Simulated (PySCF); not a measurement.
Working out the ionisation energy of Ar⁺

Ar⁺ [Ne] 3s2 3p5 (2P) → Ar²⁺ [Ne] 3s2 3p4 (3P). Computed with PySCF 2.14 in dyall-av2z, with the non-relativistic Hamiltonian (point nucleus). Frozen: [Ne]; the 16 highest virtual orbitals dropped. Energies in hartree (1 hartree = 27.21139 eV):

```json
{"part": "UHF", "Ar⁺ (lower)": "-526.261448", "Ar²⁺ (upper)": "-525.291571"}
{"part": "CCSD correlation", "Ar⁺ (lower)": "-0.146280", "Ar²⁺ (upper)": "-0.120166"}
{"part": "(T)", "Ar⁺ (lower)": "-0.001929", "Ar²⁺ (upper)": "-0.001410"}
```

Task: What does Hartree-Fock give?

Result: (-525.291571) − (-526.261448) = 0.969877 hartree = 26.392 eV.

Task: What do CCSD and CCSD(T) give?

Result: The CCSD correlation energies differ by 0.026114 hartree = 0.711 eV and the triples by 0.000519 hartree = 0.014 eV, so CCSD gives 27.103 eV and CCSD(T) 27.117 eV.

A first-order spin-orbit estimate adds -0.006 eV to CCSD(T) (valence), giving 27.111 eV against 27.630 eV (measured; NIST Atomic Spectra Database, ionization energies).

A double-zeta basis recovers only part of the correlation energy.

What remains against the reference includes basis incompleteness, the frozen core and higher excitations.
